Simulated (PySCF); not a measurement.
## Property card for `COC1=CC=CC=N1`

Compound: C₆H₇NO.
Bonds: C1–O2, O2–C3, C3–C4 (aromatic), C4–C5 (aromatic), C5–C6 (aromatic), C6–C7 (aromatic), C7–N8 (aromatic), C3–N8 (aromatic). Hydrogens: H9, H10, H11 on C1; H12 on C4; H13 on C5; H14 on C6; H15 on C7.

Among its groups: pyridine-type ring nitrogen and ether.

PBE0-D3(BJ)/def2-SVP geometry optimisation, gas phase (PySCF):

| Item | Value |
| --- | --- |
| Point group | Cs |
| Rotational constants A, B, C | 5.210, 1.662, 1.270 GHz |

**wB97X-D/def2-SVPD ground state, ΔSCF and vertical TDDFT (core frozen in the response) (PySCF)**

| Quantity | Value |
| --- | --- |
| Dipole moment | 0.74 D |
| HOMO energy | -8.54 eV |
| LUMO energy | 1.02 eV |
| HOMO–LUMO gap | 9.56 eV |
| Lowest singlet excitation | 5.19 eV (239 nm, f = 0.073) |
| Strongest line among the 10 lowest singlet transitions | S6 at 7.30 eV (170 nm, f = 0.584) |
| Lowest triplet excitation (Tamm–Dancoff) | 4.03 eV |
| Static isotropic polarisability | 80.7 au |
| Vertical ionisation energy | 8.70 eV |
| Electronic spatial extent ⟨r²⟩ about the centre of nuclear charge | 928 bohr² |

From B97-2/pcSseg-1 ground state and GIAO shieldings, non-relativistic (PySCF):

| Quantity | Value |
| --- | --- |
| 13C chemical shifts (computed TMS as zero) by class | 165.3 (C3), 150.4 (C7), 140.3 (C5), 117.6 (C6), 112.3 (C4), 53.4 (C1) ppm |
| 1H chemical shifts (computed TMS as zero) by class | 8.22 (H15), 7.53 (H13), 6.70 (H14), 6.68 (H12), 3.85 (H9/H10/H11) ppm |
| Isotropic shieldings of nuclei other than C and H, by class | -31 (N8), 207 (O2) ppm |

**B3LYP/pcJ-1 indirect spin-spin coupling, non-relativistic, gas phase; spin–dipole term left out for some pairs (PySCF)**

| Property | Result |
| --- | --- |
| Largest of the computed one-bond spin–spin couplings (means over like bonds) | 13C–1H +185.3 (C7–H15), 13C–1H +173.6 (C4–H12), 13C–1H +172.5 (C6–H14), 13C–1H +167.1 (C5–H13), 13C–1H +151.1 (C1–H9 and 2 like it), 13C–13C +76.4 (C3–C4), 13C–13C +64.2 (C4–C5), 13C–13C +61.7 (C6–C7) Hz |

Monoisotopic mass from the formula: 109.0528 u.

No computed singlet falls in the visible range (750 to 380 nm, 1.65 to 3.26 eV); S1 lies 1.93 eV above its blue end. S1 lies 4.37 eV below the HOMO–LUMO gap; its leading configuration is HOMO→LUMO, weight 0.88. In wavenumbers S1 is 41900 cm⁻¹ (1 eV = 8065.54 cm⁻¹). The vertical singlet–triplet gap S1 − T1 is 1.16 eV (TDDFT singlet less Tamm–Dancoff triplet; S1: HOMO→LUMO, weight 0.88; T1: HOMO→LUMO, weight 0.79). The largest Löwdin shares of the HOMO are 0.20 on O2, 0.20 on C6, 0.16 on C4 and 0.13 on C7. The polarisability is 11.96 Å³ as a volume (1 au = 0.148185 Å³), or 1.39 au for each of the 58 electrons. The rotational constants make it an asymmetric top with κ = (2B − A − C)/(A − C) = -0.80, nearer the prolate limit (−1).

 NMR classes are plain means over equivalent atoms (diastereotopic ones count apart unless rotation or inversion swaps them), as if these changed places fast; in this geometry the members of some classes differ.

For the NMR shielding job (B97-2/pcSseg-1), hardware: Arm Neoverse V2, one thread, shared host. Cost: 15 s wall.

Conformer computed: `[CH3:1][O:2][c:3]1[cH:4][cH:5][cH:6][cH:7][n:8]1`: C1–O2–C3–C4 180°.

One conformer stands for the species.
